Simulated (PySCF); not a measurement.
**Working out the excitation energy of Cu**

Cu [Ar] 3d10 4s1 (2S) → Cu [Ar] 3d10 4p1 (2P). Computed with PySCF 2.14 in aug-cc-pVDZ-PP with ECP10MDF, with scalar relativity through the core potential. Frozen: 3s2 3p6. Energies in hartree (1 hartree = 27.21139 eV):

```csv
part,Cu (lower),Cu (upper)
UHF,-196.165164,-196.047437
CCSD correlation,-0.401926,-0.384746
(T),-0.017254,-0.015570
```

**Question.** What does Hartree-Fock give?

**Answer.** (-196.047437) − (-196.165164) = 0.117727 hartree = 3.204 eV.

**Question.** What do CCSD and CCSD(T) give?

**Answer.** The CCSD correlation energies differ by 0.017180 hartree = 0.467 eV and the triples by 0.001684 hartree = 0.046 eV, so CCSD gives 3.671 eV and CCSD(T) 3.717 eV.

Measured between the centres of the two terms (NIST): 3.806 eV, so CCSD(T) (valence) is off by -0.089 eV.

A double-zeta basis recovers only part of the correlation energy.

What remains against the reference includes basis incompleteness, the frozen core and higher excitations.
